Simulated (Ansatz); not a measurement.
Basis sets compared for TeBr₂. The state is a singlet with charge 0. Geometry r2SCAN-D4/def2-TZVP. Ansatz on 4 threads of Intel Xeon on a shared host; times are rough, and most runs start from earlier orbitals.

```xyz
3

Te    1.019    0.265   -0.100
Br   -0.231   -1.640   -1.104
Br   -0.788    1.375    1.204
```

In the def2 sets Te takes a core potential; there is no spin–orbit coupling.

Binding counts from free atoms (Te triplet, Br doublet) in the same basis, without a counterpoise term.

```
              level  functions  energy (Eh)  HOMO (eV)  LUMO (eV)  binding per atom (eV)  wall time
    PBE-D4/def2-SVP         90   -5414.9724      -5.30      -3.66                   1.76      1.7 s
   PBE-D4/def2-TZVP        146   -5415.6153      -5.44      -3.74                   1.82      2.3 s
r2SCAN-D4/def2-TZVP        146   -5416.4598      -5.70      -3.68                   1.69      4.5 s
   PBE0-D4/def2-SVP         90   -5415.1621      -6.49      -2.97                   1.61        3 s
  PBE0-D4/def2-TZVP        146   -5415.8044      -6.56      -2.99                   1.69      4.5 s
```

**Question.** Estimate the rows for PBE-D4/def2-TZVPD, r2SCAN-D4/def2-TZVPD, PBE0-D4/def2-TZVPD.

**Answer.** 
```csv
level,functions,energy (Eh),HOMO (eV),LUMO (eV),binding per atom (eV),wall time
PBE-D4/def2-TZVPD,173,-5415.6170,-5.49,-3.80,1.83,3.8 s
r2SCAN-D4/def2-TZVPD,173,-5416.4613,-5.73,-3.72,1.70,7 s
PBE0-D4/def2-TZVPD,173,-5415.8059,-6.60,-3.05,1.69,7 s
```
